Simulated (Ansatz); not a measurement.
`[SiH3]N([SiH3])[Si]S` + HBr → `S[Si]Br` + `[SiH3]N[SiH3]` at 298.15 K and 1 bar (ligand exchange at the Si–N bond).

Computed with Ansatz on PBE0-D4/def2-TZVP structures; ΔE is electronic, products minus reactants. CBS: MP2 limit from def2 TZ/QZ plus the TZ coupled-cluster correction, frozen cores. This one scheme is used for every species. For Br outer-core shells are correlated without core-valence functions, which leaves a few kJ/mol of doubt a bond. Scalar relativity is left out up to krypton. Each species was taken in one conformer, which may not be the lowest.

```
               species  CCSD(T)/CBS energy (Eh)  H − E (kJ/mol)  S (J/(mol·K))
`[SiH3]N([SiH3])[Si]S`              -1323.98626           202.5          400.9
                   HBr              -2573.91920            24.6          198.6
             `S[Si]Br`              -3260.81547            43.4          305.1
       `[SiH3]N[SiH3]`               -637.10515           192.6          335.6
```

H − E and S are ideal-gas, rigid-rotor, harmonic terms from PBE0-D4/def2-TZVP, for one conformer and one mirror image of each species. 1 Eh = 2625.50 kJ/mol, R = 8.31446 J/(mol·K).

Q: By hand: ΔE, ΔH, ΔS and ΔG.

A: ΔE = (-3260.81547) + (-637.10515) − (-1323.98626) − (-2573.91920) = -0.01516 Eh = -39.8 kJ/mol. Δ(H − E) = 43.4 + 192.6 − 202.5 − 24.6 = 8.9, so ΔH = -30.9 kJ/mol. ΔS = 305.1 + 335.6 − 400.9 − 198.6 = 41.2 J/(mol·K). ΔG = -30.9 − 298.15 × (41.2)/1000 = -43.2 kJ/mol.

Q: By hand: the equilibrium constant, and the temperature at which ΔG would vanish if ΔH and ΔS stayed fixed.

A: log₁₀ K = −ΔG/(RT ln 10) = 7.6. ΔH and −TΔS have one sign here, so there is no such temperature.

TΔS isn't small against ΔH here. A doubt of 5 kJ/mol in ΔE shifts log₁₀ K by 0.9 here. Other conformers and mirror images would add mixing entropy, several J/(mol·K) or more a flexible species. Modes under 60 cm⁻¹, often nearly free rotors, make the harmonic entropy too high. These are equilibria of isolated gas molecules and say nothing of rates. Largest T1 diagnostic: 0.014 (customary marks: 0.02 for closed shells, 0.045 for open ones).
